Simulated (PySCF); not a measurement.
Precursor series Ti F-NH2. All species are isolated molecules in the gas phase. One relaxed conformer stands for each flexible species; it need not be the lowest.

The numbers are results of PySCF with TPSSh-D3(BJ)/def2-TZVP // r2SCAN-D4/def2-SVP, not measurements. 

```
species                                   coordination number  LUMO (eV)  HOMO–LUMO gap (eV)
----------------------------------------  -------------------  ---------  ------------------
1 of 4 F replaced by NH2 ([Ti(F)3(NH2)])                    4      -2.99                4.71
2 of 4 F replaced by NH2                                    4      -2.14                4.79
3 of 4 F replaced by NH2                                    4      -1.51                4.91
4 of 4 F replaced by NH2                                    4      -1.18                4.83
```
